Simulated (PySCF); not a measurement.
## A survey of ³¹P NMR shifts

One conformer, relativity neglected, fast rotation and ring inversion assumed for equivalent nuclei, isolated molecule. GFN2-xTB geometry; GIAO PBE0/pcSseg-1 shieldings; PySCF.

Shieldings were converted by a linear fit to measured shifts: ³¹P (scatter 18.1 ppm rms vs H3PO4, solution or neat liquid). Occasional misses reach two or three times the rms, and more in compound classes unlike the fitted ones.

(1) Give the ³¹P shifts of `COc1pcpc(C(C)=O)p1`, `Cc1[nH]cpc1C=O`, `COC(=O)c1pcpc(C)p1`.

(2) Match the shifts 218.6, 196.2, 140.2, 21.2, -3.7 ppm to `COc1ccpcn1`, `CC(=O)c1ccc(C=O)cp1`, `COP1(=O)OCCCO1`, `CCOP1(=O)OCCO1`, `[SiH3]c1cpc(Cl)cc1[SiH3]`.

Answers

(1) 
```json
{"compound": "[CH3:1][O:2][c:3]1[p:4][cH:5][p:6][c:7]([C:8]([CH3:9])=[O:10])[p:11]1", "environment": "P11: phosphorus bonded to 2 C, in a 6-membered ring", "δ (ppm)": "230.2"}
{"compound": "[CH3:1][O:2][c:3]1[p:4][cH:5][p:6][c:7]([C:8]([CH3:9])=[O:10])[p:11]1", "environment": "P6: phosphorus bonded to 2 C, in a 6-membered ring", "δ (ppm)": "225.1"}
{"compound": "[CH3:1][O:2][c:3]1[p:4][cH:5][p:6][c:7]([C:8]([CH3:9])=[O:10])[p:11]1", "environment": "P4: phosphorus bonded to 2 C, in a 6-membered ring", "δ (ppm)": "162.7"}
{"compound": "Cc1[nH]cpc1C=O", "environment": "phosphorus bonded to 2 C, in a 5-membered ring", "δ (ppm)": "131.0"}
{"compound": "[CH3:1][O:2][C:3](=[O:4])[c:5]1[p:6][cH:7][p:8][c:9]([CH3:10])[p:11]1", "environment": "P11: phosphorus bonded to 2 C, in a 6-membered ring", "δ (ppm)": "249.5"}
{"compound": "[CH3:1][O:2][C:3](=[O:4])[c:5]1[p:6][cH:7][p:8][c:9]([CH3:10])[p:11]1", "environment": "P8: phosphorus bonded to 2 C, in a 6-membered ring", "δ (ppm)": "239.8"}
{"compound": "[CH3:1][O:2][C:3](=[O:4])[c:5]1[p:6][cH:7][p:8][c:9]([CH3:10])[p:11]1", "environment": "P6: phosphorus bonded to 2 C, in a 6-membered ring", "δ (ppm)": "236.5"}
```

(2) 218.6: CC(=O)c1ccc(C=O)cp1 (phosphorus bonded to 2 C, in a 6-membered ring); 196.2: [SiH3]c1cpc(Cl)cc1[SiH3] (phosphorus bonded to 2 C, in a 6-membered ring); 140.2: COc1ccpcn1 (phosphorus bonded to 2 C, in a 6-membered ring); 21.2: CCOP1(=O)OCCO1 (phosphorus bonded to 4 O, in a 5-membered ring); -3.7: COP1(=O)OCCCO1 (phosphorus bonded to 4 O, in a 6-membered ring).
